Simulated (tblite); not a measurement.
Species: C₄H₄AlClS₂.
SMILES with atom numbers: `[CH:1]#[C:2][C@H:3]1[CH2:4][S:5][Al:6]([Cl:7])[S:8]1` (hydrogens: H9 on C1; H10 on C3; H11, H12 on C4)

Computed with GFN2-xTB (tblite), gas phase: L-BFGS steps from a force-field or distance-geometry start until the largest atomic force falls under 0.01 eV/Å.

Step 15: E = -619.6449 eV
```
atom  x, y, z in Å  |  force x, y, z in eV/Å
C1      0.9780    1.9801    0.1379   -0.040  -0.023   0.002
C2      0.0940    1.1807    0.3116   -0.140   0.105  -0.068
C3     -0.9147    0.1609    0.4919    0.013  -0.029  -0.009
C4     -1.2132   -0.5652   -0.8203    0.065   0.040  -0.002
S5      0.3002   -1.2242   -1.6374   -0.013  -0.004  -0.055
Al6     1.3834   -1.1719    0.2907    0.132  -0.037   0.012
Cl7     3.3377   -1.3827    0.7030    0.104  -0.046  -0.019
S8     -0.2586   -1.0303    1.7691   -0.088   0.036   0.153
H9      1.6853    2.7452   -0.0085   -0.007  -0.059   0.034
H10    -1.8417    0.5783    0.8963    0.068  -0.004   0.032
H11    -1.6652    0.1316   -1.5266   -0.048  -0.035  -0.031
H12    -1.8840   -1.4033   -0.6336   -0.046   0.056  -0.049
```

Step 16: E = -619.6486 eV
```
atom  x, y, z in Å  |  force x, y, z in eV/Å
C1      0.9772    1.9753    0.1392   -0.090  -0.060   0.007
C2      0.0845    1.1836    0.3066   -0.046   0.137  -0.039
C3     -0.9172    0.1600    0.4924   -0.013  -0.038  -0.029
C4     -1.2140   -0.5656   -0.8218    0.084   0.088   0.048
S5      0.3021   -1.2252   -1.6301   -0.029  -0.014  -0.118
Al6     1.3923   -1.1634    0.2908    0.136  -0.049   0.083
Cl7     3.3472   -1.3930    0.7012    0.055  -0.032  -0.030
S8     -0.2522   -1.0275    1.7732   -0.084   0.083   0.076
H9      1.6825    2.7415   -0.0055    0.013  -0.035   0.025
H10    -1.8445    0.5797    0.8938    0.063  -0.035   0.052
H11    -1.6665    0.1310   -1.5274   -0.022  -0.008  -0.047
H12    -1.8901   -1.3969   -0.6384   -0.066  -0.035  -0.028
```

Question: Estimate the geometry and energy of step 17. (The exact step hangs on the optimiser's Hessian estimate; all steps are aligned on step 16, rigid shifts and turns removed.)

Answer: E = -619.6517 eV, largest force 0.147 eV/Å
```
atom  x, y, z in Å  |  force x, y, z in eV/Å
C1      0.9758    1.9710    0.1401   -0.099  -0.060   0.004
C2      0.0745    1.1877    0.3014    0.015   0.127  -0.004
C3     -0.9196    0.1591    0.4923   -0.023  -0.021  -0.033
C4     -1.2146   -0.5652   -0.8225    0.054   0.080   0.055
S5      0.3030   -1.2249   -1.6256   -0.017  -0.025  -0.115
Al6     1.4026   -1.1609    0.2925    0.070  -0.044   0.121
Cl7     3.3587   -1.4012    0.6995    0.014  -0.024  -0.037
S8     -0.2490   -1.0228    1.7777   -0.034   0.105  -0.015
H9      1.6803    2.7376   -0.0023    0.024  -0.017   0.016
H10    -1.8458    0.5806    0.8930    0.036  -0.057   0.066
H11    -1.6680    0.1304   -1.5289    0.007   0.011  -0.045
H12    -1.8967   -1.3920   -0.6432   -0.048  -0.074  -0.013
```

The energy changes by -0.0031 eV. The first-order estimate −F·Δx gives -0.0044 eV and the mean of the old and new forces, exact on a quadratic surface, -0.0031 eV. The step makes an angle of 63° with the force vector and moves no atom by more than 0.014 Å.

What follows is the cost of the whole relaxation. The run took 0.73 s on Arm Neoverse V1, one thread, shared host with 64 logical CPUs at a one-minute load of 34.
